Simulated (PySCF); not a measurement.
LDA on Al- (aluminium, charge -1), [Ne] 3s2 3p2, high-spin 3P determinant. Calculation: PySCF 2.14, in aug-cc-pV(T+d)Z with one added diffuse shell each of s, p, d, f type (7s6p5d3f, 71 functions); the non-relativistic Hamiltonian (point nucleus).

```
cycle= 1 E= -241.33494899307  delta_E= -0.00867  |g|= 0.056  |ddm|= 0.64
cycle= 2 E= -241.326746670365  delta_E= 0.0082  |g|= 0.0739  |ddm|= 0.613
cycle= 3 E= -241.315943819295  delta_E= 0.0108  |g|= 0.0745  |ddm|= 1.05
cycle= 4 E= -241.335801475434  delta_E= -0.0199  |g|= 0.0123  |ddm|= 0.792
cycle= 5 E= -241.334916194891  delta_E= 0.000885  |g|= 0.0219  |ddm|= 0.392
cycle= 6 E= -241.336554273806  delta_E= -0.00164  |g|= 0.00777  |ddm|= 0.124
cycle= 7 E= -241.336784090022  delta_E= -0.00023  |g|= 0.000465  |ddm|= 0.0651
cycle= 8 E= -241.336784865859  delta_E= -7.76e-07  |g|= 1.78e-05  |ddm|= 0.00339
cycle= 9 E= -241.336784865578  delta_E= 2.81e-10  |g|= 1.62e-05  |ddm|= 0.000391
converged SCF energy = -241.336784865578  <S^2> = 2.0011333  2S+1 = 3.0007555
```

Highest occupied orbital energy: 0.910 eV; ⟨L²⟩ = 2.01; populations by l: s 6.00, p 8.00, d 0.00, f 0.00.

Problem. Can this result be used?

Solution. With care. The run converged. At LDA the highest occupied level has a positive energy, so only the finite basis holds that electron; in a semilocal or global hybrid functional this comes from self-interaction and does not mean that the real anion is unbound.
